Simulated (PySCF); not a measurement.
## Where the electron goes

Compound: C7H6NP.
Structure used (GFN2-xTB), in Å, numbered top down from 1:
```
atom  x, y, z in Å
C1     2.0207   -0.2121    0.2424
C2     0.5359   -0.3873    0.1369
C3    -0.0387   -1.6224    0.3520
P4    -1.7289   -2.0117    0.2727
C5    -2.3817   -0.4554   -0.1338
C6    -1.6395    0.6875   -0.3123
C7    -0.2497    0.7324   -0.1856
C8     0.3824    1.9778   -0.3980
N9     0.8804    2.9964   -0.5739
H10    2.5096   -1.1490    0.4977
H11    2.2602    0.5297    1.0044
H12    2.4257    0.1511   -0.7022
H13    0.6215   -2.4466    0.5967
H14   -3.4559   -0.3930   -0.2532
H15   -2.1466    1.6105   -0.5656
```

Computed, not measured: TDDFT PBE0/def2-SVPD, vertical, gas phase, core orbitals frozen in the response (PySCF 2.14.0, density-fitted response routines).

Kohn–Sham orbitals with the atoms that hold most of them (Löwdin shares over 4%, at most four atoms; ? is withheld):

```tsv
orbital	ε (eV)	atoms
LUMO+2	0.49	C1 14%, C3 12%, C8 11%, P4 8%
LUMO+1	-1.29	C6 19%, C2 18%, C5 18%, C3 17%
LUMO	-2.47	P4 32%, C7 14%, C3 12%, C5 12%
HOMO	?	?
HOMO-1	-8.24	C3 25%, C6 18%, C2 18%, C5 16%
HOMO-2	-8.27	P4 64%, C3 12%, C5 11%, C6 4%
HOMO-3	-9.64	N9 24%, C8 17%, C3 9%, C5 9%
```

Which atoms hold the HOMO, and with what shares?

P4 (bonded to 2 C) 25%; C7 (bonded to 3 C) 17%; C5 (bonded to C, P and H) 14%; N9 (bonded to C) 11%. By element: carbon 32% or more, phosphorus 25%, nitrogen 11%.

What is the HOMO energy, and the HOMO–LUMO gap?

ε(HOMO) = -7.55 eV; the gap is 5.08 eV (0.1866 hartree).

The HOMO–LUMO gap is 5.08 eV. Where does the response calculation put the lowest singlet, and from which orbitals?

S1 is at 4.58 eV (f = 0.044), 0.50 eV below the gap, made of HOMO-1→LUMO (52%), HOMO→LUMO+1 (25%), HOMO→LUMO (20%). Its leading pair isn't HOMO and LUMO; the energies of that pair differ by 5.77 eV. Without the coupling terms of the response equations the lowest excitation would equal the gap.

Next come S2 at 4.58 eV (f 0.014), HOMO-2→LUMO (99%); S3 at 4.77 eV (f 0.246), HOMO→LUMO (72%), HOMO-1→LUMO (14%), HOMO→LUMO+1 (8%); S4 at 5.52 eV (f 0.0000), HOMO-2→LUMO+1 (99%); S5 at 5.71 eV (f 0.0000), HOMO-3→LUMO (96%).

Löwdin shares depend on the basis, the more so with diffuse functions.
